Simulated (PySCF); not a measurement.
PySCF input file for Si(H)2(F)(Me) (CH5FSi), SMILES C[SiH2]F, IEF-PCM-ωB97X/def2-SVP. The structure is a stationary point at B3LYP-D3(BJ)/def2-TZVP.

```python
import numpy as np
from pyscf import gto, scf, dft
from pyscf.solvent import pcm

mol = gto.M(
    atom='''
    Si   -0.48369364    0.15052051   -0.00000000
    C     0.35750921   -1.50654784   -0.00000000
    F     0.63025988    1.31365882    0.00000000
    H    -1.31343364    0.33732288   -1.21089740
    H    -1.31343364    0.33732288    1.21089742
    H     0.98460362   -1.62975036    0.88489537
    H    -0.38802317   -2.30607458    0.00000001
    H     0.98460362   -1.62975036   -0.88489536
    ''',
    basis='def2-SVP',
    charge=0,
    spin=0,
    max_memory=1600,
    verbose=3,
)
mf = dft.RKS(mol, xc='wb97x').density_fit(auxbasis='def2-universal-jkfit')
mf.grids.level = 3
mf.conv_tol = 1e-9
mf.max_cycle = 100
mf.kernel()
res = {}
for name, eps in {'water': 78.355, 'dimethylsulfoxide': 46.826, 'n-hexane': 1.8819}.items():
    s = mf.PCM()
    s.with_solvent.method, s.with_solvent.eps, s.with_solvent.lebedev_order = 'IEF-PCM', eps, 29
    s.kernel(mf.make_rdm1())
    res[name] = (s.e_tot, eps, s.dip_moment(), s.mo_energy, s.converged)
    print(f'{name}: electrostatic solvation free energy {(s.e_tot - mf.e_tot) * 627.509474:.3f} kcal/mol')
```

Log of the run:

```
converged SCF energy = -430.271605113404

WARN: PCM is an experimental feature. It is still in testing.
Features and APIs may be changed in the future.

converged SCF energy = -430.274768450783
Dipole moment(X, Y, Z, Debye): -0.61562, -1.99261, -0.00000
water: electrostatic solvation free energy -1.985 kcal/mol

WARN: PCM is an experimental feature. It is still in testing.
Features and APIs may be changed in the future.

converged SCF energy = -430.274726966707
Dipole moment(X, Y, Z, Debye): -0.61421, -1.98854, -0.00000
dimethylsulfoxide: electrostatic solvation free energy -1.959 kcal/mol

WARN: PCM is an experimental feature. It is still in testing.
Features and APIs may be changed in the future.

converged SCF energy = -430.272791825146
Dipole moment(X, Y, Z, Debye): -0.55725, -1.79823, -0.00000
n-hexane: electrostatic solvation free energy -0.745 kcal/mol
```

Self-consistency was reached.
